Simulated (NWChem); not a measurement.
System: Si₂H₄OClF; SMILES O[Si@H]([SiH2]Cl)F

```xyz
9

O      1.5331     1.3849    -0.5457
Si     0.1744     1.1832     0.3701
F     -0.8529     2.4256     0.1328
Si    -0.8599    -0.7685    -0.3971
Cl     0.3244    -2.3646     0.2152
H      2.1926     2.0220    -0.2539
H      0.4883     1.1824     1.8276
H     -2.2165    -0.9355     0.1998
H     -0.9700    -0.7863    -1.8835
```
Atoms are numbered in this order, from 1.

Results from NWChem. Coordinates come from a PBE0/def2-SVP optimisation. Total energies of different functionals are on different scales.

```
level                energy (Ha)  highest occupied level (eV)  orbital gap (eV)  dipole (D)
-------------------  -----------  ---------------------------  ----------------  ----------
PBE/def2-TZVP         -1216.2642                        -7.01              5.30        1.33
B3LYP/def2-TZVP       -1216.9905                        -8.07              7.05        1.33
CAM-B3LYP/def2-TZVP   -1216.9150                        -9.59              9.82        1.35
BLYP/def2-TZVP        -1216.8990                   (withheld)        (withheld)        1.33
PBE0/def2-TZVP        -1216.3595                        -8.27              7.42        1.33
PW6B95/def2-TZVP      -1217.9936                        -8.35              7.52        1.32
```

**Question.** Fill in the missing entries.

**Answer.** 
- BLYP/def2-TZVP, highest occupied level (eV): -6.90
- BLYP/def2-TZVP, orbital gap (eV): 5.37
